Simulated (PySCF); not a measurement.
Job file and geometry (Å, from PBE0-D3(BJ)/def2-SVP) of a spin–spin coupling run on `C([NH2+][BH3-])[O][GeH3]`, CH$_{10}$BGeNO, B3LYP/pcJ-1 Ge:pcSseg-1 indirect spin-spin coupling, non-relativistic, gas phase in PySCF 2.14.0, density-fitted response routines; density fitting, a coarse starting grid and PySCF grid level 2 are the driver's defaults:

```
$ OMP_NUM_THREADS=1 python probes_run.py task.json out

{"job": {"kind": "j", "xc": "B3LYP", "basis": "pcJ-1"}, "charge": 0, "multiplicity": 1}
B     -2.198667     0.600205     0.675993
N     -0.990098     0.203206    -0.339447
C      0.015293    -0.696884     0.240797
O      0.994992    -1.032855    -0.674890
Ge     2.587561    -0.198038    -0.723485
H     -1.661462     1.162720     1.624830
H     -2.736046    -0.456557     0.987414
H     -2.933711     1.341706     0.036824
H     -0.539693     1.063480    -0.658544
H     -1.377254    -0.237345    -1.176745
H     -0.525494    -1.601458     0.558295
H      0.397161    -0.194971     1.147837
H      2.370681     1.244119    -1.226026
H      3.156013    -0.192698     0.706030
H      3.416504    -1.027773    -1.704367
```

Problem. What does the program print?

Solution. 
```
coarse grid: 52800 points
cycle   1  E = -2275.6360686153  dE = -3.830e-01  |g| = 1.204e+00  |ddm| = 2.971e+00
cycle   2  E = -2275.3462821305  dE =  2.898e-01  |g| = 1.734e+00  |ddm| = 1.777e+00
cycle   3  E = -2275.7840665170  dE = -4.378e-01  |g| = 3.604e-01  |ddm| = 1.344e+00
cycle   4  E = -2275.8068064015  dE = -2.274e-02  |g| = 7.924e-02  |ddm| = 2.673e-01
cycle   5  E = -2275.8075370065  dE = -7.306e-04  |g| = 1.616e-02  |ddm| = 5.630e-02
cycle   6  E = -2275.8075777023  dE = -4.070e-05  |g| = 6.669e-03  |ddm| = 1.550e-02
cycle   7  E = -2275.8075865929  dE = -8.891e-06  |g| = 1.214e-03  |ddm| = 4.002e-03
final grid: 111376 points
cycle   8  E = -2275.8075626731  dE =  1.003e-07  |g| = 1.572e-03  |ddm| = 2.344e-03
cycle   9  E = -2275.8075622040  dE =  4.691e-07  |g| = 2.226e-03  |ddm| = 2.372e-03
cycle  10  E = -2275.8075631557  dE = -9.517e-07  |g| = 1.491e-04  |ddm| = 1.362e-03
cycle  11  E = -2275.8075631602  dE = -4.443e-09  |g| = 3.317e-05  |ddm| = 1.203e-04
cycle  12  E = -2275.8075631603  dE = -1.510e-10  |g| = 9.612e-06  |ddm| = 2.413e-05
converged SCF energy = -2275.8075631603

Indirect spin-spin couplings (Hz)
  i      j    bonds     total        FC       PSO       DSO        SD
  0 B    1 N    1     -3.123    -2.537    -0.026    -0.085    -0.475
  0 B    2 C    2      1.020     1.058    -0.060     0.020     0.003
  0 B    3 O    3     -0.240    -0.344     0.088     0.033    -0.018
  0 B    5 H    1    108.740   108.419    -0.455     0.665     0.111
  0 B    6 H    1    110.022   109.710    -0.461     0.656     0.117
  0 B    7 H    1    111.624   111.328    -0.450     0.622     0.125
  0 B    8 H    2     -2.966    -3.038     0.324    -0.328     0.077
  0 B    9 H    2     -2.828    -2.893     0.366    -0.377     0.076
  0 B   10 H    3      0.680     0.662    -0.036     0.068    -0.015
  0 B   11 H    3      0.726     0.677    -0.061     0.125    -0.015
  1 N    2 C    1     -4.555    -4.065     0.407    -0.109    -0.787
  1 N    3 O    2      0.624     0.772    -0.253     0.011     0.095
  1 N    5 H    2     -1.220    -1.162    -0.006    -0.033    -0.019
  1 N    6 H    2     -1.185    -1.126    -0.009    -0.030    -0.020
  1 N    7 H    2     -3.191    -3.159    -0.006    -0.024    -0.002
  1 N    8 H    1    -71.552   -69.089    -2.070    -0.367    -0.026
  1 N    9 H    1    -72.855   -70.495    -1.982    -0.350    -0.028
  1 N   10 H    2     -2.272    -2.305     0.003     0.011     0.019
  1 N   11 H    2     -2.301    -2.310     0.005    -0.010     0.015
  1 N   12 H    4      0.259     0.288     0.011    -0.049     0.008
  1 N   14 H    4      0.183     0.074    -0.091     0.197     0.004
  2 C    3 O    1     24.590    23.544     1.233    -0.187         -
  2 C    5 H    3      5.183     5.103    -0.072     0.151         -
  2 C    6 H    3      5.365     5.295    -0.074     0.144         -
  2 C    7 H    3     16.971    16.922     0.312    -0.263         -
  2 C    8 H    2     -4.163    -4.165     0.134    -0.132         -
  2 C    9 H    2     -4.322    -4.308     0.129    -0.143         -
  2 C   10 H    1    171.752   170.956    -0.372     1.168         -
  2 C   11 H    1    159.383   158.429    -0.310     1.264         -
  2 C   12 H    3     -0.460    -0.302     0.039    -0.197         -
  2 C   13 H    3      1.187     1.233    -0.031    -0.014         -
  2 C   14 H    3      7.608     8.072     0.310    -0.774         -
  3 O    5 H    4      0.179     0.181    -0.076     0.073         -
  3 O    7 H    4     -1.915    -1.891    -0.116     0.092         -
  3 O    8 H    3     -1.112    -0.879    -0.133    -0.100         -
  3 O    9 H    3     -0.568    -0.329    -0.104    -0.135         -
  3 O   10 H    2    -15.500   -15.149    -0.313    -0.038         -
  3 O   11 H    2     -1.684    -1.339    -0.340    -0.005         -
  3 O   12 H    2     -3.390    -3.608    -0.132     0.350         -
  3 O   13 H    2     -2.191    -2.422    -0.114     0.345         -
  3 O   14 H    2    -17.777   -17.886    -0.140     0.249         -
  5 H    6 H    2     -8.477    -8.499     1.252    -1.231         -
  5 H    7 H    2     -9.943    -9.952     1.307    -1.299         -
  5 H    8 H    3      2.177     2.131     0.126    -0.080         -
  5 H    9 H    3     10.851    10.853     2.520    -2.522         -
  5 H   11 H    4     -0.247    -0.557    -1.414     1.724         -
  5 H   12 H    6      0.158     0.016     0.035     0.108         -
  5 H   14 H    6     -0.785    -0.000     0.587    -1.372         -
  6 H    7 H    2    -10.002    -9.999     1.324    -1.327         -
  6 H    8 H    3     10.457    10.435     2.490    -2.468         -
  6 H    9 H    3      2.070     2.087     0.211    -0.228         -
  6 H   10 H    4     -0.310    -0.502    -1.332     1.524         -
  6 H   14 H    6     -0.390     0.120     0.583    -1.093         -
  7 H    8 H    3      2.330     2.304     0.032    -0.006         -
  7 H    9 H    3      2.305     2.325     0.115    -0.134         -
  7 H   10 H    4     -0.407    -0.422     1.035    -1.020         -
  7 H   11 H    4     -0.351    -0.427     1.002    -0.926         -
  7 H   13 H    6     -0.185     0.010     0.500    -0.695         -
  7 H   14 H    6     -0.333     0.181     0.555    -1.069         -
  8 H    9 H    2    -12.991   -13.514     3.932    -3.409         -
  8 H   10 H    3     15.051    14.971     3.461    -3.381         -
  8 H   11 H    3      4.228     3.984     0.340    -0.097         -
  8 H   12 H    5      0.783    -0.176    -1.556     2.516         -
  8 H   13 H    5     -0.681    -0.016     0.178    -0.843         -
  8 H   14 H    5     -1.371     0.006     0.517    -1.893         -
  9 H   10 H    3      4.383     4.317     0.338    -0.272         -
  9 H   11 H    3     14.642    14.528     3.414    -3.299         -
  9 H   13 H    5     -0.660     0.058     1.106    -1.824         -
  9 H   14 H    5     -0.703    -0.012     0.565    -1.256         -
 10 H   11 H    2    -12.159   -12.610     1.881    -1.430         -
 10 H   12 H    4      0.406     1.081     1.392    -2.067         -
 10 H   13 H    4     -0.370    -0.267     0.695    -0.797         -
 10 H   14 H    4     -0.198     0.660     1.064    -1.922         -
 11 H   12 H    4     -0.441    -0.069    -0.047    -0.326         -
 11 H   13 H    4      0.809    -0.012    -1.159     1.980         -
 11 H   14 H    4     -2.137     0.006     1.117    -3.261         -
 12 H   13 H    2     27.985    31.349     1.083    -4.448         -
 12 H   14 H    2     23.190    26.788     1.188    -4.787         -
 13 H   14 H    2     21.799    25.607     1.259    -5.067         -
```

Size and cost of the density-fitted run: 249 basis functions, 90 s wall time on 1 thread of an Arm Neoverse N1, shared host; peak memory 1 GiB.
